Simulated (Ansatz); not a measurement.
Two isomers of C2H10GeSi: A = `C[CH]([SiH3])[GeH3]`, B = `C[SiH2][GeH2][CH3]`.

Calculated with Ansatz (gas phase, PBE0-D4/def2-TZVP geometries, no zero-point term in ΔE). CCSD(T)/CBS adds triple-zeta CCSD(T) − MP2 to the extrapolated MP2 energy (def2 sets, frozen cores). Functionals use def2-TZVPP. B3LYP here is the variant with VWN-RPA as its local correlation; programs differ in this. For Ge outer-core shells are correlated without core-valence functions, which leaves a few kJ/mol of doubt a bond. Scalar relativity is left out up to krypton. One conformer a species, not always the lowest.

A:

Z-matrix (Å, degrees):
```
C
C 1 1.531
H 1 1.094 2 111.5
H 1 1.094 2 111.8 3 -120.3
H 1 1.094 2 111.4 3 119.7
Si 2 1.874 1 111.9 3 -57.9
Ge 2 1.966 1 110.9 3 177.1
H 2 1.097 1 109.9 3 60.8
H 6 1.489 2 109.9 1 -62.7
H 6 1.490 2 110.5 1 56.5
H 6 1.488 2 110.9 1 177.1
H 7 1.539 2 111.1 1 -176.2
H 7 1.540 2 109.7 1 63.1
H 7 1.541 2 109.2 1 -55.7
```

B:

Z-matrix (Å, degrees):
```
C
Si 1 1.878
H 1 1.092 2 110.8
H 1 1.092 2 110.9 3 -120.1
H 1 1.092 2 110.7 3 119.9
Ge 2 2.382 1 111.1 3 -60.3
H 2 1.491 1 109.8 3 179.5
H 2 1.490 1 110.1 3 61.4
C 6 1.962 2 111.2 1 -57.5
H 6 1.545 2 109.8 1 63.0
H 6 1.543 2 110.6 1 -179.0
H 9 1.090 6 110.3 2 179.6
H 9 1.091 6 110.3 2 59.7
H 9 1.091 6 110.2 2 -60.3
```

Which isomer does CCSD(T)/CBS put lower? Give the gap. (Estimate.)

The calculation gave: B, by 15.4 kcal/mol.

Give E(B) − E(A) in kcal/mol with B3LYP-D4, B2PLYP, CCSD/def2-TZVPP, r2SCAN-D4, PBE0-D4, ωB97M-V, MP2/def2-TZVPP. (Best estimate.)

Ansatz gave: B3LYP-D4 -16.6, B2PLYP -16.7, CCSD/def2-TZVPP -15.5, r2SCAN-D4 -17.6, PBE0-D4 -17.5, ωB97M-V -15.7, MP2/def2-TZVPP -14.8. None reverses the order clearly.

Largest T1 diagnostic: 0.011.

The D4 term adds +1.3 kcal/mol with B3LYP and +0.6 kcal/mol with PBE0; it sums over pairs of atoms, weighted by their polarisabilities, and B3LYP, whose exchange is more repulsive, gets the larger term.
